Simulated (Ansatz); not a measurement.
`N[CH2][Al]([OH])[GaH2]` + `C=C(C)CF` → `[OH][Al]([GaH2])[CH2]F` + `C=C(C)CN`  (formal exchange of groups at the Al–C bond)

Calculated with Ansatz (gas phase, PBE0-D4/def2-TZVP geometries, no zero-point term in ΔE). CBS: MP2 limit from def2 TZ/QZ plus the TZ coupled-cluster correction, frozen cores. DFT in def2-TZVPP. B3LYP here is the variant with VWN-RPA as its local correlation; programs differ in this. For Ga outer-core shells are correlated without core-valence functions, which leaves a few kJ/mol of doubt a bond. Scalar relativity is left out up to krypton. Each species was taken in one conformer, which may not be the lowest.

`N[CH2][Al]([OH])[GaH2]`:

Z-matrix (Å, degrees):
```
C
Al 1 1.981
N 1 1.476 2 112.5
H 1 1.096 2 111.9 3 -121.8
H 1 1.096 2 111.9 3 121.8
Ga 2 2.521 1 118.3 3 0.0
O 2 1.704 1 125.3 3 -180.0
H 3 1.013 1 111.4 2 -59.8
H 3 1.013 1 111.5 2 59.5
H 6 1.582 2 123.2 1 89.8
H 6 1.582 2 123.2 1 -89.6
H 7 0.956 2 125.5 1 0.0
```

`C=C(C)CF`:

```xyz
12

C    -0.352    0.290    1.472
C    -0.029    0.052    0.209
C     1.243    0.514   -0.427
C    -0.925   -0.714   -0.708
F    -2.088   -1.122   -0.097
H     0.313    0.849    2.121
H    -1.285   -0.065    1.889
H     1.827   -0.331   -0.806
H     1.860    1.063    0.285
H     1.043    1.169   -1.282
H    -0.410   -1.608   -1.082
H    -1.198   -0.098   -1.574
```

`[OH][Al]([GaH2])[CH2]F`:

Cartesian coordinates in Å:
```
O 1.938 0.109 -1.152
Al 0.458 0.042 -0.316
Ga -1.640 0.785 -1.478
C 0.396 -0.620 1.560
F -0.949 -0.556 1.972
H 2.791 -0.148 -0.808
H -2.544 -0.207 -2.307
H -2.160 2.274 -1.417
H 0.726 -1.659 1.680
H 0.984 -0.021 2.267
```

`C=C(C)CN`:

Z-matrix (Å, degrees):
```
C
C 1 1.494
H 1 1.092 2 110.4
H 1 1.096 2 110.4 3 -117.5
H 1 1.091 2 111.6 3 121.8
C 2 1.503 1 116.2 3 55.2
C 2 1.329 1 123.0 3 -124.8
N 6 1.458 2 110.8 1 -59.7
H 6 1.097 2 108.6 1 57.9
H 6 1.099 2 108.9 1 174.0
H 7 1.085 2 121.3 1 180.0
H 7 1.085 2 121.6 1 -0.5
H 8 1.013 6 110.1 2 -69.3
H 8 1.012 6 110.8 2 172.1
```

**Question.** Is it downhill or uphill in electronic energy at CCSD(T)/CBS, and by how much? (Best estimate.)

**Answer.** Computed: Downhill: ΔE = -4.1 kJ/mol.

**Question.** What do these levels give: PBE-D4, r2SCAN-D4, PBE0-D4, B3LYP-D4, ωB97M-V, HF/def2-TZVPP? (Estimate.)

**Answer.** Ansatz gave: PBE-D4 2.4, r2SCAN-D4 1.8, PBE0-D4 -0.2, B3LYP-D4 -3.0, ωB97M-V -3.3, HF/def2-TZVPP -9.1 kJ/mol.

Largest T1 diagnostic among the species: 0.013.

In def2-TZVPP, CCSD(T) changes the Hartree–Fock value by +5.9 kJ/mol (the triples alone add +1.2 kJ/mol) and MP2 by +5.3 kJ/mol.
